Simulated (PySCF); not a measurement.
**Excitation energy of Ni by level of theory**

Ni [Ar] 3d8 4s2 (3F) → Ni [Ar] 3d8 4s1 5s1 (5F), as a difference of total energies. All numbers are calculated (PySCF 2.14, the spin-free X2C one-electron Hamiltonian (Gaussian nucleus), in aug-cc-pVTZ-DK (8s7p5d3f2g, 93 functions)). Correlated levels: valence: [Ar] frozen. The calculations carry no spin-orbit coupling.

```json
{"method": "UHF", "excitation energy (eV)": "4.635"}
{"method": "MP2 (valence)", "excitation energy (eV)": "5.769"}
{"method": "SCS-MP2 (valence)", "excitation energy (eV)": "5.921"}
{"method": "CCSD (valence)", "excitation energy (eV)": "5.841"}
{"method": "CCSD(T) (valence)", "excitation energy (eV)": "5.955"}
```

**Question.** How much does correlation contribute at CCSD(T) (valence)?

**Answer.** 5.955 − (4.635) = 1.320 eV, measured against UHF.

The promoted electron is Rydberg-like, and one or two diffuse shells describe it only roughly, which tends to raise the upper state.
